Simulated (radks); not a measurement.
Question: These are the eigenvalues of the occupied orbitals of an atom or ion with whole-number occupations (eV). Calculated with a radial shooting solver on a logarithmic mesh with Libxc functionals: scalar-relativistic Kohn-Sham, PBE, spin-polarised, spherical densities, finite nucleus; Fermi nuclear charge, rms radius of each element as measured or else 0.836 A^(1/3) + 0.57 fm.

| orbital | eigenvalue |
|---|---|
| 1s up | -51852.52 |
| 1s down | -51852.51 |
| 2s up | -8596.338 |
| 2s down | -8596.295 |
| 2p up | -7639.344 |
| 2p down | -7639.311 |
| 3s up | -1907.968 |
| 3s down | -1906.118 |
| 3p up | -1612.758 |
| 3p down | -1610.914 |
| 3d up | -1227.765 |
| 3d down | -1226.354 |
| 4s up | -380.2833 |
| 4s down | -376.0557 |
| 4p up | -283.0883 |
| 4p down | -278.8936 |
| 4d up | -149.6483 |
| 4d down | -145.4910 |
| 5s up | -49.6121 |
| 5s down | -47.3403 |
| 5p up | -26.7374 |
| 5p down | -25.0130 |
| 4f up | -5.6171 |
| 6s up | -4.8465 |
| 6p up | -2.0567 |
| 4f down | -1.9889 |

Which element is it, and in what charge state? The configuration may be excited. Open shells, if any, are filled with parallel spins first.

Answer: Z = 65, terbium, charge 0: Tb in [Xe] 4f9 6s1 6p1. The list shows which subshells hold electrons but not how many an open one holds; the 1s level, -1905.5 hartree, gives Z - s = 61.7 by -(Z - s)^2/2, which with screening and relativity narrows Z to a few neighbours, and the depths of the outer levels then fix element, charge and occupations together.
